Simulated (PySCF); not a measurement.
# Calculated NMR parameters of Quinoline

```yaml
Formula: C9H7N
SMILES: c1ccc2ncccc2c1
InChI: InChI=1S/C9H7N/c1-2-6-9-8(4-1)5-3-7-10-9/h1-7H
Point_group_of_the_computed_structure: Cs
Degrees_of_unsaturation: 7
Carbon_signals: 9
Proton_signals: 7
```

Bonds (- single, = double, # triple, : aromatic): C1:C2, C2:C3, C3:C4, C4:N5, N5:C6, C6:C7, C7:C8, C8:C9, C9:C10, C10:C1, C9:C4. C1 carries H11; C2 carries H12; C3 carries H13; C6 carries H14; C7 carries H15; C8 carries H16; C10 carries H17.

Level of theory: NMR shieldings at B97-2/pcSseg-1/GIAO, PBE0-D3(BJ)/def2-SVP geometry, in PySCF (no relativistic terms, in vacuum, one conformer).

Scale: 1H (σ = 31.38 ppm), 13C (σ = 183.69 ppm) against TMS; 15N (σ = 262.91 ppm) against NH3 (reference shieldings calculated alike).

```tsv
carbon	δC, type	δH (multiplicity)	HMBC from (2–3 bonds)	span of the C tensor (ppm)
C1	128.9, CH	7.65 (m)	H13, H17, H12	226
C2	131.5, CH	7.85 (m)	H13, H17, H11	229
C3	134.8, CH	8.36 (d)	H12, H11	204
C4	149.2, C	–	H14, H13, H16, H17, H12	205
C6	151.7, CH	8.99 (d)	H16, H15	215
C7	122.7, CH	7.30 (m)	H14, H16	219
C8	138.0, CH	8.10 (d)	H14, H17, H15	222
C9	128.4, C	–	H13, H16, H17, H11, H15	214
C10	130.2, CH	7.87 (d)	H16, H12, H11	203
```

Other nuclei:
```json
{"atoms": "N5", "nucleus": "15N", "environment": "pyridine-type ring nitrogen", "δ (ppm)": "349.6", "σ (ppm)": "-86.7"}
```

Carbon types of the structure: 2 × C, 7 × CH, which accounts for all hydrogens. δC 151.7: aromatic CH next to a ring nitrogen; the adjacent pyridine-type nitrogen withdraws density from it. δC 149.2, 128.4: ring-fusion aromatic carbon. δC 138.0, 134.8, 131.5, 130.2, 128.9, 122.7: aromatic CH. δH 8.99: hydrogen on an aromatic CH next to a ring nitrogen; ring current plus the neighbouring ring nitrogen. δH 8.36, 8.10, 7.87, 7.85, 7.65, 7.30: hydrogen on an aromatic CH; ring-current deshielding.

Shifts are as computed. Against solution values, carbons near 30 ppm lie about +1 ppm off and those near 130 ppm about +2 ppm. Of 1211 compounds with measured shifts, 218 miss one by over three times the rms of a fit or turn the order of signals round; such compounds aren't used in these exercises. Experimental scales use liquid or dissolved standards, which lie at an offset from isolated NH3 (liquid NH3: subtract about 20 ppm). Unscaled 15N shifts of sp2 nitrogen come out 20 to 40 ppm too high even then. Multiplicities follow the n + 1 count of equivalent neighbours, as no J values were calculated; m marks all less simple cases, F and P coupling included.
